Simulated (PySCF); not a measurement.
Consider 4-aminopyridine, `Nc1ccncc1` (C5H6N2). Coordinates in Å; atoms count from 1 in this order:
```
N     2.0801   -0.1246    0.1226
C     0.7151   -0.0433    0.0454
C     0.0558    1.1911   -0.0834
C    -1.3299    1.2074   -0.1915
N    -2.0990    0.1190   -0.1841
C    -1.4706   -1.0500   -0.0633
C    -0.0931   -1.1932    0.0524
H     2.6051    0.7121    0.3321
H     2.4987   -0.9913    0.4281
H     0.6192    2.1274   -0.1001
H    -1.8489    2.1680   -0.2900
H    -2.1051   -1.9440   -0.0568
H     0.3501   -2.1877    0.1454
```

Computed at ωB97X-D3(BJ)/ma-def2-SVP // PBE0-D3(BJ)/ma-def2-SVP with PySCF (density fitting, grid level 2). Zero-point and thermal terms (298.15 K, 1 bar) come from unscaled GFN2-xTB harmonic frequencies, with soft modes damped to free rotors in the entropy. These were taken at the GFN2-xTB minima.

(1) What are the vertical and the adiabatic ionisation energy for forming the radical cation?

(2) Where does the unpaired spin of the relaxed radical cation sit?

(3) What oxidation potential follows in DMSO (IEF-PCM), on the absolute scale?

(4) How far is −ε(HOMO) from the vertical value by ΔSCF?

Results:

(1) 8.75 eV vertical and 8.52 eV adiabatic, the latter with zero-point energy.

(2) N5 (pyridine-type nitrogen) 0.40, N1 (aryl amine nitrogen) 0.38, C3 (aromatic carbon) 0.27, C7 (aromatic carbon) 0.27 (intrinsic atomic orbital populations).

(3) In the gas phase ΔG of oxidation is 8.503 eV, and solvation is -40.1 kJ/mol for the parent and -264.6 kJ/mol for the product, so the absolute potential is 6.18 V. The solvent is electrostatics only, on gas-phase structures; the absolute scale refers to an electron at rest in vacuum.

(4) −ε(HOMO) = 8.92 eV, which is 0.18 eV above the ΔSCF value.

Note: ma-def2-SVP is a small basis, whose errors can reach tens of kJ/mol.

Differences come from unrounded values, so a last digit can differ from that of the printed terms.
